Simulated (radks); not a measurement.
Coulomb parameter of the 4d shell of the palladium ion Pd3+ in the model configuration [Kr] 4d6 5s1, as a second difference U = [E(n + 1) + E(n - 1) - 2 E(n)] / (1)^2 with all orbitals relaxed. "Bare": the charge of the atom changes with n. "Screened": the 5s shell takes up the change at fixed total charge, which measures U(4d,4d) + U(5s,5s) - 2 U(4d,5s). All-electron calculation, scalar-relativistic Kohn-Sham, r2SCAN, spin-unpolarised, spherical densities, finite nucleus; meta-GGA in the generalised Kohn-Sham scheme; Fermi nuclear charge, rms radius 4.5318 fm. Program: a radial shooting solver on a logarithmic mesh with Libxc functionals.

start: configuration [Kr] 4d6 5s1; E - E(n) (eV) 0.000
bare +1: configuration [Kr] 4d7 5s1; E - E(n) (eV) -38.723
bare -1: configuration [Kr] 4d5 5s1; E - E(n) (eV) 54.023
screened +1: configuration [Kr] 4d7; E - E(n) (eV) -13.092
screened -1: configuration [Kr] 4d5 5s2; E - E(n) (eV) 15.017

U(bare) = 15.300 eV, U(screened by 5s) = 1.924 eV, against the Slater integral F0(4d,4d) = 19.406 eV with frozen orbitals.
